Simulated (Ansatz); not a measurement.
Consider the redistribution: `B/C=C(/B)N` + `CC[NH][SnH3]` → `BNCC` + `B/C(N)=[CH]/[SnH3]`.

Gas-phase electronic energies from Ansatz, PBE0-D4/def2-TZVP geometries. CCSD(T)/CBS is the MP2 limit (def2-TZVPP, def2-QZVPP) plus CCSD(T) − MP2 in def2-TZVPP, frozen cores. Double bonds are as drawn, so ΔE can hold a change between cis and trans. DFT in def2-TZVPP. B3LYP here is the variant with VWN-RPA as its local correlation; programs differ in this. Elements past krypton have def2 core potentials. For Sn outer-core shells are correlated without core-valence functions, which leaves a few kJ/mol of doubt a bond. One conformer a species, not always the lowest.

`B/C=C(/B)N`:

Z-matrix (Å, degrees):
```
B
C 1 1.510
H 1 1.197 2 121.3
H 1 1.205 2 121.0 3 178.9
C 2 1.384 1 125.0 3 179.1
H 2 1.086 1 120.6 3 -5.2
N 5 1.345 2 123.7 1 -14.9
B 5 1.548 2 115.2 1 156.5
H 7 1.004 5 120.1 2 163.6
H 7 1.008 5 119.6 2 2.2
H 8 1.191 5 119.7 2 37.4
H 8 1.198 5 119.8 2 -139.5
```

`CC[NH][SnH3]`:

Cartesian coordinates in Å:
```
C 1.809 1.019 -0.085
C 0.760 -0.057 -0.291
N -0.529 0.360 0.237
Sn -2.017 -1.013 0.353
H 2.784 0.694 -0.457
H 1.900 1.266 0.974
H 1.536 1.933 -0.622
H 0.728 -0.328 -1.360
H 1.068 -0.963 0.242
H -0.830 1.223 -0.199
H -3.401 -0.181 0.898
H -1.483 -2.186 1.470
H -2.325 -1.767 -1.160
```

`BNCC`:

```xyz
12

B     0.431    1.490   -1.276
N     0.072    0.206   -0.909
C     0.466   -0.502    0.291
C    -0.713   -0.843    1.183
H     0.005    1.939   -2.302
H     1.159    2.116   -0.559
H    -0.547   -0.323   -1.505
H     1.175    0.134    0.825
H     1.001   -1.420    0.020
H    -1.436   -1.474    0.658
H    -0.383   -1.386    2.071
H    -1.230    0.065    1.503
```

`B/C(N)=[CH]/[SnH3]`:

```xyz
13

B    -1.575   -0.746    1.547
C    -0.351   -0.251    0.748
N     0.707    0.307    1.432
C    -0.414   -0.363   -0.604
Sn    0.988    0.405   -1.997
H    -2.417   -1.385    0.995
H    -1.698   -0.470    2.708
H     0.523    0.614    2.371
H     1.358    0.888    0.926
H    -1.272   -0.891   -1.002
H     0.175    0.986   -3.379
H     2.116   -0.786   -2.475
H     1.859    1.692   -1.272
```

| level | ΔE (kcal/mol) | difference from CCSD(T)/CBS |
| --- | --- | --- |
| PBE-D4 | -26.3 | 1.8 |
| r2SCAN-D4 | -25.7 | 2.4 |
| PBE0-D4 | -26.8 | 1.3 |
| B3LYP-D4 | -26.3 | 1.8 |
| ωB97M-V | -27.6 | 0.5 |
| B2PLYP | -27.0 | 1.1 |
| r2SCAN | -25.7 | 2.4 |
| PBE0 | -26.7 | 1.4 |
| B3LYP | -26.2 | 1.9 |
| HF/def2-TZVPP | -25.6 | 2.5 |
| SCS-MP2/def2-TZVPP | -28.1 | 0.0 |
| CCSD/def2-TZVPP | -28.5 | -0.4 |
| HF/def2-QZVPP | -25.5 | 2.6 |
| HF/CBS(def2) | -25.4 | 2.7 |
| MP2/CBS(def2) | -27.9 | 0.2 |
| CCSD/CBS(def2) | -28.0 | 0.1 |
| CCSD(T)/CBS | -28.1 | 0 |

Largest T1 diagnostic among the species: 0.014.

In def2-TZVPP, CCSD(T) changes the Hartree–Fock value by −3.1 kcal/mol (the triples alone add −0.2 kcal/mol) and MP2 by −2.8 kcal/mol.
